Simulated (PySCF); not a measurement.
F5OSi2, multiplicity 2. Atoms are numbered in the order given.

```xyz
8

F      2.3387    -0.9509     0.7733
Si     1.6964    -0.3659    -0.5830
F      2.6010     0.8804    -1.0480
O      0.2001     0.2219    -0.2306
Si    -1.3521     0.1202     0.2079
F     -1.5909     0.8735     1.5871
F     -1.7844    -1.4032     0.3769
F     -2.2780     0.7851    -0.9009
```
Charge 0, spin multiplicity 2.

The structure is a stationary point at PBE0-D3(BJ)/def2-SVP. The isomer is the one that the SMILES or the coordinates give; other isomers of the formula were not compared. One conformer was computed; it need not be the lowest.

Method: SMD-B3LYP/def2-SVP (PySCF).

Solvation free energies are E(SMD) − E(gas) at the gas-phase geometry, for 1 M in both phases. In vacuum the dipole moment is 1.34 D.

Computed solvation free energies in water, acetone, tetrahydrofuran:
```tsv
solvent	ΔG(solv) (kcal/mol)	its non-electrostatic (CDS) part	dipole (D)
water	0.4	4.1	1.57
acetone	-2.9	0.4	1.56
tetrahydrofuran	-2.1	0.7	1.53
```
